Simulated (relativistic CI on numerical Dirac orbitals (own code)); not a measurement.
# S: what numerical and physical settings do to a radial Dirac CI calculation

Reference input:

```
atom S  Z=16  charge=0  electrons=16
nucleus A=32  rms_radius_fm=3.2611
hamiltonian dirac-coulomb  breit=on  qed=on  c_scale=1
orbitals kli  potential=per-configuration
slater_scale 1
correlation none
mixing on
grid step=0.0125 r_max=102.8
scf mixing=0.4 start=green max_iterations=150 tolerance=2e-08 node_fill=0.05
configurations
  [Ne] 3s2 3p4
end
```

Computed lowest total energy -398.47388 Ha, first excitation 400.8 cm⁻¹, 9 SCF steps. Runs with settings changed; * marks those that are bad on purpose:

```tsv
Changed	Outcome	Lowest level	ΔE (Ha)	First excitation (cm⁻¹)	SCF steps	Message
end of the grid at 154.2 bohr, iteration limit 20	converged	3p4 3P_2	1.14e-13	400.8	9	
grid step 0.006, Breit term off, end of the grid at 308.4 bohr	converged	3p4 3P_2	-0.0876	418.2	9	
iteration limit 20, node fill of the KLI weights 0.2	converged	3p4 3P_2	0.0018	411.9	11	
grid step 0.08 *	converged	3p4 3P_2	0.00029	400.7	10	
Slater scale 0 *	converged	3p4 3P_2	0.0251	3.4	9
```

With so few configurations and no correlation, terms lie too far apart (by 10 to 50 % near neutrality), their order can be wrong, and levels of other configurations are missing.
